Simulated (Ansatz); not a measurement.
`O[SiH](F)CCl` + HI → `O[SiH](F)I` + `CCl`  (ligand exchange at the Si–C bond)

Calculated with Ansatz (gas phase, PBE0-D4/def2-TZVP geometries, no zero-point term in ΔE). CCSD(T)/CBS is the MP2 limit (def2-TZVPP, def2-QZVPP) plus CCSD(T) − MP2 in def2-TZVPP, frozen cores. This one scheme is used for every species. DFT in def2-TZVPP. Elements past krypton have def2 core potentials. For I outer-core shells are correlated without core-valence functions, which leaves a few kJ/mol of doubt a bond. One conformer a species, not always the lowest.

`O[SiH](F)CCl`:

Cartesian coordinates in Å:
```
O -1.202 -1.199 0.711
Si -0.406 -0.535 -0.539
F 0.673 -1.541 -1.142
C 0.529 0.995 0.007
Cl 1.416 0.621 1.517
H -0.734 -1.243 1.549
H -1.396 -0.246 -1.593
H -0.143 1.827 0.221
H 1.262 1.322 -0.732
```

HI:

Z-matrix (Å, degrees):
```
I
H 1 1.610
```

`O[SiH](F)I`:

```xyz
6

O     1.145   -0.651    0.265
Si   -0.234   -0.039   -0.323
F    -1.479   -0.932    0.096
I    -0.654    2.186    0.555
H     1.356   -0.536    1.194
H    -0.134   -0.029   -1.787
```

`CCl`:

Z-matrix (Å, degrees):
```
C
Cl 1 1.773
H 1 1.088 2 108.6
H 1 1.087 2 108.7 3 -120.0
H 1 1.088 2 108.7 3 120.0
```

```json
{"level": "B97M-V", "ΔE (kJ/mol)": "-84.2"}
{"level": "HF/def2-SVP", "ΔE (kJ/mol)": "-85.1"}
```

What does CCSD(T)/CBS give? (An estimate is asked.)

Ansatz gave: -89.1 kJ/mol. The listed levels differ from it by 4.9, 4.0 kJ/mol.

Largest T1 diagnostic among the species: 0.011.

At CCSD(T), def2-SVP lies +14.8 kJ/mol from the extrapolated value and def2-TZVPP +7.7 kJ/mol. Leaving LDA and LC-ωPBE aside and taking each functional with its dispersion term where it has one, the values, not all of them listed here, spread over 8.8 kJ/mol, from PBE-QIDH to CAM-B3LYP-D4. LDA lies +9.3 kJ/mol from PBE without D4. In def2-TZVPP, CCSD(T) changes the Hartree–Fock value by +12.5 kJ/mol (the triples alone add +0.4 kJ/mol) and MP2 by +3.0 kJ/mol.
